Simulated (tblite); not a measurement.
C₅H₆SSi.
SMILES: `C#CC1=C[SiH2]CS1`

Computed values, GFN2-xTB/tblite, gas phase, harmonic and unscaled. Errors from tens to a few hundred cm⁻¹ against measured bands are possible. Modes of hydrogen on silicon can be 10 to 20 % off.

Harmonic wavenumbers (cm⁻¹): 67.4, 110.7, 123.8, 275.9, 344.8, 405.0, 420.4, 481.1, 494.9, 511.3, 613.3, 617.1, 655.6, 671.7, 701.4, 714.2, 748.9, 766.7, 784.0, 848.0, 1052.2, 1064.2, 1159.0, 1190.0, 1449.8, 1552.5, 2236.8, 2243.2, 2249.9, 3001.8, 3012.1, 3082.6, 3396.6.

A = 3617, B = 1334, C = 991.6 MHz; mass 125.996 u (most abundant isotopes); point group Cs, symmetry number 1.

Task: What is the zero-point energy?

Result: Half the sum of the wavenumbers: 18523 cm⁻¹ = 52.96 kcal/mol.

Task: Entropy at 350 K, 1 bar (ideal gas, RRHO, classical rotation)?

Result: Translation 41.23, rotation 29.08, vibration 24.76: S = 95.1 cal/(mol K).

Task: And Cp and H(350 K) − H(0)?

Result: Cp = 37.04 cal/(mol K), of which vibrations give 29.09 (their classical limit is 33 R = 65.6); H(350 K) − H(0) = 7.65 kcal/mol without the zero-point energy, 4.87 from vibrations.

Task: Blend soft modes into free rotors: weight 1/[1 + (100 cm⁻¹/ν̃)⁴] for the oscillator and the rest for a rotor with moment μB/(μ + B), μ = h/(8π²ν), B = 10⁻⁴⁴ kg m². What vibrational entropy results?

Result: 23.41 cal/(mol K) in place of 24.76, which changes −T·S at 350 K by +0.47 kcal/mol.

Task: What must be added to the electronic energy to get the Gibbs energy at 350 K and 1 bar?

Result: ZPE + [H(350 K) − H(0)] − T·S = 52.96 + 7.65 − 33.27 = 27.34 kcal/mol.

Task: Which modes carry the vibrational entropy at 350 K?

Result: 67.4 cm⁻¹: 4.54; 110.7 cm⁻¹: 3.57; 123.8 cm⁻¹: 3.35; 275.9 cm⁻¹: 1.84; 344.8 cm⁻¹: 1.45; 405.0 cm⁻¹: 1.19 cal/(mol K); the other 27 give 8.82 together.

Hindered rotation and anharmonicity are outside this model.
